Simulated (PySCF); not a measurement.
# Interval between two levels of Zr+ by level of theory

Zr+ [Kr] 4d2 5s1 [4F9/2, M_J = 9/2] → Zr+ [Kr] 4d2 5p1 [4G11/2, M_J = 11/2], as a difference of total energies. Computed with PySCF 2.14 in x2c-TZVPall-2c (8s9p7d1f, 77 functions), with the two-component X2C-1e Hamiltonian. Correlated levels: [Ar] 3d10 frozen; the 6 highest virtual spinors dropped. "Screened" scales the spin-orbit matrix elements by Boettger's factors to mimic the two-electron term; Breit and QED terms are absent.

Task: Order these methods by the interval between two levels they give, lowest first.
A. GMP2 (spin-free)
B. GHF (screened spin-orbit)
C. GMP2 (screened spin-orbit)
D. GHF (spin-free)

Result: D (27191 cm⁻¹), B (27640 cm⁻¹), A (29341 cm⁻¹), C (29824 cm⁻¹).

The spin-free rows relax to the high-spin LS determinant and lack the spin-orbit shift.

Errors of the correlated levels include the incompleteness of this basis and the frozen core.

The labels give the starting determinants; with spin-orbit coupling the two ends relaxed to ⟨J²⟩ = 24.76, ⟨L²⟩ = 12.02, ⟨S²⟩ = 3.76 and ⟨J²⟩ = 35.76, ⟨L²⟩ = 20.02, ⟨S²⟩ = 3.76.

For comparison: 29473 cm⁻¹ (measured; NIST Handbook of Basic Atomic Spectroscopic Data (Sansonetti and Martin, J. Phys. Chem. Ref. Data 34, 1559 (2005))).
